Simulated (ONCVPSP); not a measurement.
Before and after: ONCV potential for Tm

```json
{
  "Element": "thulium (Tm)",
  "Generator": "ONCVPSP 4.0.1",
  "Type": "optimised norm-conserving Vanderbilt (ONCV)",
  "Functional": "PBEsol",
  "Relativity": "scalar-relativistic",
  "Frozen core": "[Kr] 4d10 4f12",
  "Valence charge": "11",
  "Reference configuration": "5s2 5p6 5d1 6s2",
  "Partial waves": "5s+6s: rc 2.00 bohr, ncon 4, nbas 7, qcut 4.7 1/bohr, 3 projectors, debl 3.5 Ha; 5p: rc 1.70 bohr, ncon 4, nbas 9, qcut 6.5 1/bohr, 3 projectors, debl 3.3 Ha; 5d: rc 3.25 bohr, ncon 5, nbas 9, qcut 5.6 1/bohr, 2 projectors, debl 3 Ha",
  "Local potential": "polynomial inside 1.20 bohr (lpopt 5, dvloc0 4 Ha)",
  "Core correction": "Teter function, fcfact 1.75, rcfact 1.75"
}
```

Change: s: rc 1.56.

Cutoffs: the cutoffs (Ha) at which the residual kinetic energy of the hardest occupied pseudo-wave falls to 1 and 0.1 mHa per electron; they do not see the model core or the augmentation charge, which bear on the density cutoff. Errors are all-electron minus pseudo energies relative to the spin-unpolarised reference configuration.

Q: How do hardness, ghosts and transferability respond?

A: The potential gets harder (16 Ha and 25 Ha → 45 Ha and 54 Ha); of the 3 tests that both files solve, the error grows in 0 and shrinks in 2 by more than 15 % and 0.3 meV (median size 3.0 → 2.4 meV); neither file shows a bound ghost. A smaller radius makes the pseudo-wave follow the all-electron one further in, where it bends more sharply, so more plane waves are needed.

```tsv
quantity	base	changed
cutoff, loose	16 Ha	45 Ha
cutoff, tight	25 Ha	54 Ha
loose cutoff by channel	s 9.3 Ha, p 16 Ha, d 8.7 Ha	s 45 Ha, p 16 Ha, d 8.7 Ha
bound ghosts	none	none
GHOST(+) flags under 300 eV	s at 261.2 eV	none
tests counted as reliable (solved cleanly; for ONCVPSP, near-neutral configurations with less than one 5d electron left out)	3 of 4	3 of 4
error for 5s2 5p6 5d1 6s1, meV [ΔE 7.17 eV]	-3.0	-2.4
error for 5s2 5p6 5d1 6s0, meV [ΔE 20.05 eV]	-11	-6.9
error for 5s2 5p6 5d1 6s1.5, meV [ΔE 2.91 eV]	-0.9	-0.8
p: phases at 1.73 bohr within 0.05 rad from the reference energy up to (Ha; the scan ends near 5)	to the end of the scan	to the end of the scan
d: phases at 3.30 bohr within 0.05 rad from the reference energy up to (Ha; the scan ends near 5)	to the end of the scan	to the end of the scan
rms error of d²Exc/dni dnj with the model core, mHa	1.47	1.05
```
